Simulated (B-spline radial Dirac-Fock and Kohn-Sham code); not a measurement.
# Ba²⁹⁺: eigenvalues, ΔSCF and the reference

System: barium as Ba²⁹⁺ in the configuration [Ar] 3d9.

The density-functional columns are spherical, spin-unpolarised Dirac-Kohn-Sham results without Breit or QED terms: −ε is minus the orbital energy of the initial state and ΔSCF the difference of two total energies. The reference in the last column comes from Dirac-Fock (average of configuration) total-energy differences with a finite nucleus, the Breit interaction including its frequency dependence, and self-energy and vacuum-polarisation corrections. All numbers are from a radial finite-basis atomic code, in eV; a selection of levels is shown. The Kohn-Sham columns are given as differences from the reference. For the 1s level of heavy atoms much of the gap between ΔSCF and the reference is the Breit and QED part, -139.0 eV here; for other levels the error of the functional can be larger.

| level | LDA −ε − DF | LDA ΔSCF − DF | Dirac-Fock |
| --- | --- | --- | --- |
| 1s | -281.3 | +129.4 | 38549.1 |
| 2s | -142.2 | -50.9 | 7069.3 |
| 2p1/2 | -110.0 | -0.4 | 6706.1 |
| 2p3/2 | -114.2 | -11.3 | 6326.7 |
| 3s | -71.2 | -31.9 | 2278.8 |
| 3p1/2 | -57.5 | -16.7 | 2127.8 |
| 3p3/2 | -57.1 | -17.6 | 2048.4 |
| 3d | -42.7 | +0.8 | 1787.7 |

Values without a named source are computed, but for edge energies of neutral atoms, which are taken from tables.
